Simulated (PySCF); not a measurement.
C3H6BN3. Atoms are numbered in the order given.

```xyz
13

C      3.5029     0.2983     0.1051
C      2.2999     0.2176     0.2441
C      0.8789     0.1281     0.4767
N      0.0293    -0.0140    -0.4552
B     -1.4110    -0.1352    -0.2180
N     -1.9056    -1.3125     0.4056
N     -2.2491     0.9304    -0.6329
H      4.5652     0.3682    -0.0361
H      0.5960     0.1949     1.5500
H     -2.8888    -1.5483     0.4497
H     -1.2962    -2.0926     0.6117
H     -1.8782     1.7345    -1.1203
H     -3.2559     0.9280    -0.5433
```

Coordinates come from a B3LYP-D3(BJ)/def2-SVP optimisation. The structure was generated by enumeration; whether it is a known compound was not checked. One conformer was computed; it need not be the lowest.

These are B3LYP/def2-TZVP (PySCF) values and carry that method's errors.

```yaml
total_energy: -307.18910 hartree
highest_occupied_level: -6.73 eV
lowest_empty_level: -1.56 eV
orbital_gap: 5.17 eV
dipole_moment: 1.56 D
quadrupole, principal values (traceless, Buckingham form, about the centre of nuclear charge): -13.27, -0.76, 14.03 D·Å
mean_static_polarisability: 74.3 bohr³ (11.01 Å³)
polarisability_principal_values: 50.3, 58.2, 114.4 bohr³
```
